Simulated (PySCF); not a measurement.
Work out the structure from these simulated measurements.

Formula: C5H4AlF3O2.

| Quantity | Value |
| --- | --- |
| Triplet | lowest triplet excitation (Tamm–Dancoff): 2.61 eV [TDA CAM-B3LYP/def2-SVPD] |
| UV, strongest line | among the 10 lowest singlet transitions: S7 at 6.34 eV (196 nm, f = 0.261) [TDDFT CAM-B3LYP/def2-SVPD] |
| 13C NMR | chemical shifts (computed TMS as zero) by class: 178.9 (1 C), 178.4 (1 C), 160.4 (1 C), 127.7 (1 C), 111.0 (1 C) ppm [GIAO KT2/pcSseg-2] |
| UV, first state | lowest singlet excitation: 3.82 eV (324 nm, f = 0.049) [TDDFT CAM-B3LYP/def2-SVPD] |
| Dipole | 2.09 D [CAM-B3LYP/def2-SVPD] |
| Polarisability | 95.6 au [CAM-B3LYP/def2-SVPD] |
| Rotational structure | rotational constants A, B, C: 2.194, 0.519, 0.436 GHz [PBE0-D3(BJ)/def2-SVP] |
| NMR, other nuclei | isotropic shieldings of nuclei other than C and H, by class: 13 (1 O), 15 (1 O), 262 (1 F), 287 (1 F), 350 (1 F), 438 (1 Al) ppm [GIAO KT2/pcSseg-2] |
| 1H NMR | chemical shifts (computed TMS as zero) by class: 8.37 (1 H), 8.33 (1 H), 4.71 (2 H) ppm [GIAO KT2/pcSseg-2] |

Gas-phase values; electronic properties from PySCF, density fitting. Levels stand in brackets. Geometry: PBE0-D3(BJ)/def2-SVP, one conformer, isolated molecule. NMR values are class means; diastereotopic atoms form classes of their own.

Problem. What is the compound? Reason from the data.

Solution. Numbering: `[F:1][C:2]([F:3])=[C:4]([F:5])[C:6]1=[CH:7][O:8][AlH2-:9][O+:10]=[CH:11]1`. 5 carbons fall into 5 classes; from least to most shielded: carbon bonded to C, O and H [C11] (178.9 ppm), vinylic carbon bearing oxygen [C7] (178.4 ppm), =CF2 carbon [C2] (160.4 ppm), vinylic C–F carbon [C4] (127.7 ppm), fully substituted alkene carbon [C6] (111.0 ppm). Hydrogen classes from least to most shielded: 1 H on a vinylic carbon bearing oxygen, C7 (8.37 ppm), 1 H on a carbon bonded to C, O and H, C11 (8.33 ppm), 2 H on an aluminium bonded to 2 O and 2 H, Al9 (4.71 ppm). The other shieldings belong to: 13 ppm, oxygen bonded to Al and C [O10]; 15 ppm, oxygen bonded to Al and C [O8]; 262 ppm, vinyl fluorine [F1]; 287 ppm, vinyl fluorine [F3]; 350 ppm, vinyl fluorine [F5]; 438 ppm, aluminium bonded to 2 O and 2 H [Al9]. S1 is mainly HOMO→LUMO (weight 0.98); the largest Löwdin shares of the orbital it empties are 0.17 on the =CF2 carbon, 0.15 on the fully substituted alkene carbon, 0.14 on the vinylic C–F carbon and 0.08 on an oxygen bonded to Al and C, of the orbital it fills 0.25 on the vinylic carbon bearing oxygen, 0.25 on the carbon bonded to C, O and H and 0.15 on each of 2 atoms of one kind (oxygen bonded to Al and C). The optimised geometry has point group C1 and is an asymmetric top. Structure: `FC(F)=C(F)C1=C[O][AlH2-][O+]=C1`. The assignments are read from this structure; whether some other isomer fits the data as well wasn't checked.

Conformer computed: `[F:1][C:2]([F:3])=[C:4]([F:5])[C:6]1=[CH:7][O:8][AlH2-:9][O+:10]=[CH:11]1`: C2–C4–C6–C7 -146°.
